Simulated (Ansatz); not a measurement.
Ansatz (an electronic-structure program) input (HF/3-21G): The .json file is the Basis Set Exchange's 3-21G.

Ansatz 0.2 input:
```yaml
crystal:
  periodic: [false, false, false]
  atoms:
    - {symbol: Mg, position_ang: [0.00000000, 0.00000000, 0.00000000]}
    - {symbol: I, position_ang: [-0.00000000, -0.00000000, -2.59576700]}
    - {symbol: I, position_ang: [0.00000000, 0.00000000, 2.59576700]}
basis:
  gaussian:
    orbitals: 3-21G.json
hamiltonian:
  xc: {name: HF}
total_charge: 1
magnetization: {spin_polarized: true, initial_magnetization: 1}
relax: {f_tol: 0.003, max_steps: 120}
```

Output:

```
Functional definition: HF
integrals: 0.02 GiB planned
1002 factors; integrals over basis functions are off by at most 2.3e-4 eV
mean field: 0.93 GiB planned
mean field evaluation 1: about -380249.6197 eV, gradient 1.3e1 eV
mean field evaluation 2: about -380249.6711 eV, gradient 1.3e1 eV
mean field evaluation 4: about -380250.6421 eV, gradient 6.8e-1 eV
mean field evaluation 8: about -380250.6696 eV, gradient 1.2e-1 eV
mean field evaluation 16: about -380250.6708 eV, gradient 2.4e-3 eV
mean field evaluation 32: about -380251.0365 eV, gradient 3.1e-5 eV
mean field evaluation 64: about -380249.8863 eV, gradient 2.5e-1 eV
mean field evaluation 96: about -380250.6696 eV, gradient 1.2e-1 eV
mean field evaluation 128: about -380250.6707 eV, gradient 4.5e-2 eV
mean field -380251.03651913 eV, -13973.9678486683 hartree, gradient 3.1e-5 eV, S^2 0.751725; 6 other end points of the search recorded, 0 dependent functions left out
the calculation of the forces begins
reference -380251.03651913 eV, -13973.9678486683 hartree; 59, 58 occupied and 20, 21 virtual orbitals, 1002 factors
WARN: the results are in doubt because the forces break the atoms' symmetry
relax step   1: F+E_penalty+E_count = -380251.03651913 eV  Δ(F+E_penalty+E_count) = +0.000e0 eV  max|allowed force component| = 2.287e0 eV/Å  Δτ_max = 0.0000 Å  (260 SCF iters, accepted)
these checks for a lower state are left out or cut short: starts, cluster_reference, orbital_swaps, neighbouring_geometries, increment
integrals: 0.02 GiB planned
1002 factors; integrals over basis functions are off by at most 2.5e-4 eV
mean field: 0.93 GiB planned
mean field -380251.27547925 eV, -13973.9766302907 hartree, gradient 6.2e-5 eV, S^2 0.752194; 0 other end points of the search recorded, 0 dependent functions left out
the calculation of the forces begins
reference -380251.27547925 eV, -13973.9766302907 hartree; 59, 58 occupied and 20, 21 virtual orbitals, 1002 factors
relax step   2: F+E_penalty+E_count = -380251.27547925 eV  Δ(F+E_penalty+E_count) = -2.390e-1 eV  max|allowed force component| = 2.579e-1 eV/Å  Δτ_max = 0.1582 Å  (39 SCF iters, accepted)
these checks for a lower state are left out or cut short: starts, cluster_reference, orbital_swaps, neighbouring_geometries, increment
integrals: 0.02 GiB planned
1002 factors; integrals over basis functions are off by at most 2.4e-4 eV
mean field: 0.93 GiB planned
mean field -380251.27991425 eV, -13973.9767932740 hartree, gradient 1.5e-5 eV, S^2 0.752280; 0 other end points of the search recorded, 0 dependent functions left out
the calculation of the forces begins
reference -380251.27991425 eV, -13973.9767932740 hartree; 59, 58 occupied and 20, 21 virtual orbitals, 1002 factors
relax step   3: F+E_penalty+E_count = -380251.27991425 eV  Δ(F+E_penalty+E_count) = -4.435e-3 eV  max|allowed force component| = 1.794e-1 eV/Å  Δτ_max = 0.0342 Å  (56 SCF iters, accepted)
these checks for a lower state are left out or cut short: starts, cluster_reference, orbital_swaps, neighbouring_geometries, increment
integrals: 0.02 GiB planned
1002 factors; integrals over basis functions are off by at most 2.4e-4 eV
mean field: 0.93 GiB planned
mean field evaluation 160: about -380251.1872 eV, gradient 6.0e-3 eV
mean field -380251.28099784 eV, -13973.9768330950 hartree, gradient 1.7e-5 eV, S^2 0.752287; 0 other end points of the search recorded, 0 dependent functions left out
the calculation of the forces begins
reference -380251.28099784 eV, -13973.9768330950 hartree; 59, 58 occupied and 20, 21 virtual orbitals, 1002 factors
relax step   4: F+E_penalty+E_count = -380251.28099784 eV  Δ(F+E_penalty+E_count) = -1.084e-3 eV  max|allowed force component| = 4.510e-2 eV/Å  Δτ_max = 0.0060 Å  (56 SCF iters, accepted)
these checks for a lower state are left out or cut short: starts, cluster_reference, orbital_swaps, neighbouring_geometries, increment
integrals: 0.02 GiB planned
1002 factors; integrals over basis functions are off by at most 2.4e-4 eV
mean field: 0.93 GiB planned
mean field -380251.28109814 eV, -13973.9768367812 hartree, gradient 1.5e-5 eV, S^2 0.752301; 0 other end points of the search recorded, 0 dependent functions left out
the calculation of the forces begins
reference -380251.28109814 eV, -13973.9768367812 hartree; 59, 58 occupied and 20, 21 virtual orbitals, 1002 factors
relax step   5: F+E_penalty+E_count = -380251.28109814 eV  Δ(F+E_penalty+E_count) = -1.003e-4 eV  max|allowed force component| = 5.692e-3 eV/Å  Δτ_max = 0.0028 Å  (33 SCF iters, accepted)
these checks for a lower state are left out or cut short: starts, cluster_reference, orbital_swaps, neighbouring_geometries, increment
integrals: 0.02 GiB planned
1002 factors; integrals over basis functions are off by at most 2.4e-4 eV
mean field: 0.93 GiB planned
mean field -380251.28110343 eV, -13973.9768369754 hartree, gradient 2.5e-5 eV, S^2 0.752305; 0 other end points of the search recorded, 0 dependent functions left out
the calculation of the forces begins
reference -380251.28110343 eV, -13973.9768369754 hartree; 59, 58 occupied and 20, 21 virtual orbitals, 1002 factors
relax step   6: F+E_penalty+E_count = -380251.28110343 eV  Δ(F+E_penalty+E_count) = -5.285e-6 eV  max|allowed force component| = 1.044e-3 eV/Å  Δτ_max = 0.0011 Å  (42 SCF iters, accepted)
integrals: 0.02 GiB planned
1002 factors; integrals over basis functions are off by at most 2.4e-4 eV
mean field: 0.93 GiB planned
mean field evaluation 192: about -380251.2786 eV, gradient 2.3e-1 eV
mean field evaluation 224: about -380250.1882 eV, gradient 1.9e-1 eV
mean field evaluation 256: about -380251.2602 eV, gradient 8.0e-1 eV
mean field -380251.28110343 eV, -13973.9768369754 hartree, gradient 2.5e-5 eV, S^2 0.752305; 2 other end points of the search recorded, 0 dependent functions left out
the calculation of the forces begins
reference -380251.28110343 eV, -13973.9768369754 hartree; 59, 58 occupied and 20, 21 virtual orbitals, 1002 factors
Total energy: -380251.28110343 eV, -13973.9768369754 hartree
Atom 0 at    -0.000000    -0.000000     0.116554 Å, force    -0.000000     0.000000    -0.000527 eV/Å
Atom 1 at     0.000000     0.000000    -2.787724 Å, force    -0.000000    -0.000000    -0.000517 eV/Å
Atom 2 at     0.000000     0.000000     2.671170 Å, force     0.000000    -0.000000     0.001044 eV/Å
Dipole moment:     0.000000     0.000000    -1.504191 e Å
```

The dipole moment of an ion depends on the origin.

The geometry given is a B3LYP-D3(BJ)/def2-TZVP minimum.
